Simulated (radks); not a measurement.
Task: Species: the gold ion Au+. Configuration: [Xe] 4f14 5d10 (the NIST ground configuration). Calculated with a radial shooting solver on a logarithmic mesh with Libxc functionals: Dirac Kohn-Sham, HCTH/407, spin-unpolarised, spherical densities, point nucleus.

Spin-orbit splittings of the eigenvalues, e(l+1/2) - e(l-1/2), with zeta = 2 splitting/(2l+1) and mean radii in bohr:

| shell | occ. | splitting (eV) | zeta (eV) | <r> j=l-1/2 | <r> j=l+1/2 |
|---|---|---|---|---|---|
| 2p | 6 | ? | ? | 0.05798 | 0.06652 |
| 3p | 6 | 405.4 | 270.3 | 0.1735 | 0.1892 |
| 3d | 10 | 87.28 | 34.91 | 0.1647 | 0.1695 |
| 4p | 6 | 97.42 | 64.95 | 0.4090 | 0.4430 |
| 4d | 10 | 18.18 | 7.274 | 0.4512 | 0.4623 |
| 4f | 14 | 3.849 | 1.100 | 0.4933 | 0.5003 |
| 5p | 6 | 16.57 | 11.05 | 1.002 | 1.102 |
| 5d | 10 | 1.604 | 0.6416 | 1.522 | 1.591 |
| 6p | 0 | 0.9755 | 0.6504 | 3.400 | 3.738 |

Estimate the 2p splitting.

Result: 1836 eV (zeta = 1224 eV).
